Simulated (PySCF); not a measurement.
C4H11NSi2.
SMILES: `C/N=C/[SiH]1C[SiH2]C1`

Torsions of this conformer, `[CH3:1]/[N:2]=[CH:3]/[SiH:4]1[CH2:5][SiH2:6][CH2:7]1`: N2–C3–Si4–C5 8°.

The closed-shell ground state was solved at several levels (PySCF, density fitting, gas phase, non-relativistic). The structure is a single PBE0-D3(BJ)/def2-SVP conformer in the gas phase; no vibrational or solvent corrections.

```csv
level,basis functions,HOMO (eV),LUMO (eV),gap (eV),dipole (D)
B3LYP/def2-SVPD,236,-6.84,-1.15,5.69,1.48
mPW1PW91/pcSseg-1,188,-7.07,-0.81,6.26,1.55
```

Q: Estimate the row for PBE0/pcSseg-1, a basis of 188 functions; the other rows only guide the guess.

A: HOMO -7.04 eV, LUMO -0.81 eV, gap 6.23 eV, dipole 1.54 D.

Q: Over all these levels, which gives the widest orbital gap and which the narrowest?

A: mPW1PW91/pcSseg-1 (global hybrid, 25 % exact exchange) has the widest, 6.26 eV, and B3LYP/def2-SVPD (global hybrid, 20 % exact exchange) the narrowest, 5.69 eV. Functional and basis both differ between the two, so the spread mixes both effects.

Q: How far do the dipole and the HOMO energy spread over the levels?

A: The dipole runs from 1.48 to 1.55 D (mean 1.52 D) and the HOMO from -7.07 to -6.84 eV.
